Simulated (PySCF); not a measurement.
Cartesian coordinates (Å):
```xyz
9

W      0.0567    -0.0661     0.0161
F     -1.2165    -1.4413    -0.1407
F      0.5837    -0.8385     1.6463
F     -0.6637     0.6695    -1.5558
F     -1.2932     0.8345     0.9655
O      1.2866    -1.0859    -0.9414
H      1.4867    -1.9147    -1.4050
O      1.1877     1.3961     0.2560
H      1.2851     2.2953     0.6087
```
Charge 0, multiplicity 1.

Question: What charge on the central atom (Mulliken), HOMO–LUMO gap, HOMO, total energy and LUMO does PySCF 2.14.0 with TPSSh-D3(BJ)/def2-TZVP // TPSS-D3(BJ)/def2-SVP give?

Answer: 
```
Property                                     Result
-------------------------------------  ------------
charge on the central atom (Mulliken)        1.67 e
HOMO–LUMO gap                               5.79 eV
HOMO                                       -9.63 eV
total energy                           -16833.95 eV
LUMO                                       -3.84 eV
```
